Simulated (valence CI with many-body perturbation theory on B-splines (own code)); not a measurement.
**Valence orbitals of Bi⁷⁰⁺**

Computed by configuration interaction combined with many-body perturbation theory (CI+MBPT): three valence electrons over a frozen Dirac-Fock core [Ne], a basis of 11 s, 11 p, 9 d, 7 f, 5 g, 2 h, 1 i functions for each j, with the one-electron correlation potential Σ1, the two-electron term Σ2, the three-electron term Σ3, Breit, model QED; selected CI, second order for the rest (own B-spline code, finite nucleus).

No measured spectrum was set against this ion. As an estimate, large intervals hold to a few tenths of a per cent, small ones and those within an open d or f shell to about a per cent.

These are the spectroscopic orbitals of the CI (the correlating ones are not listed), shaped by the core and the other valence electrons. h is the expectation value of the core's Dirac-Fock operator, without the valence repulsion; Σ1 is computed up to l = 3 at one energy for each symmetry, that of its lowest orbital but kept below the first core excitation, so for empty shells it is not the orbital's own correlation shift; Breit and QED include the response of the core.

```tsv
Orbital	h (hartree)	Σ1 (cm⁻¹)	Breit (cm⁻¹)	QED (cm⁻¹)	⟨r⟩ (bohr)
3s1/2	-347.03	-7922	73888	64207	0.1581
4s1/2	-188.15	-2691	28604	25832	0.2932
5s1/2	-117.67	-1241	13625	12678	0.4714
6s1/2	-80.438	-679	7620	7149	0.6914
3p1/2	-339.92	-10499	124561	6782	0.1478
4p1/2	-185.21	-3505	48295	2736	0.2848
5p1/2	-116.2	-1625	23185	1361	0.4643
6p1/2	-79.604	-892	13018	773	0.6858
3p3/2	-315.87	-8329	63610	10974	0.1606
4p3/2	-175.37	-2949	25121	4484	0.3020
5p3/2	-111.26	-1401	13907	2251	0.4858
6p3/2	-76.782	-780	7890	1287	0.7115
3d3/2	-307.83	-10676	55387	-1338	0.1366
4d3/2	-172.3	-3075	20330	-360	0.2800
5d3/2	-109.76	-1384	9711	-145	0.4655
3d5/2	-302.42	-8912	26497	1494	0.1404
4d5/2	-169.97	-2549	9516	793	0.2848
5d5/2	-108.56	-1151	4702	436	0.4713
4f5/2	-168.38	-2618	2156	-358	0.2467
5f5/2	-107.77	-1273	1474	-186	0.4344
4f7/2	-167.37	-2418	692	205	0.2492
5f7/2	-107.25	-1167	468	103	0.4371
5g7/2	-107.12		52.9	-94.0	0.3830
5g9/2	-106.82		12.6	71.6	0.3848
```

Among the shells of the start configuration 3s2 3p1, Σ1 is largest in size for 3p1/2, where it is 0.014 % of h.

Lowest root of each symmetry, sizes in configuration state functions:

```
  J  Parity  Roots  Reference  Variational  Second order  Change by selected CI (cm⁻¹)  Change by second order (cm⁻¹)
1/2    even      9         58         7062          4715                         -7145                              0
3/2    even     13         92        12027          5406                         -4330                             -1
5/2    even     12         94        13752         11979                         -5679                             -1
7/2    even      6         67        12004         14040                         -7138                             -2
9/2    even      3         41         8746         10243                         -6712                             -3
1/2     odd      8         55         6804          4959                         -6953                              0
3/2     odd     12         89        11540          9351                         -6176                             -1
5/2     odd     10         86        12951          8274                         -6952                             -1
7/2     odd      5         63        11280         10342                         -7570                             -2
9/2     odd      2         33         8112          5825                         -4103                             -3
```
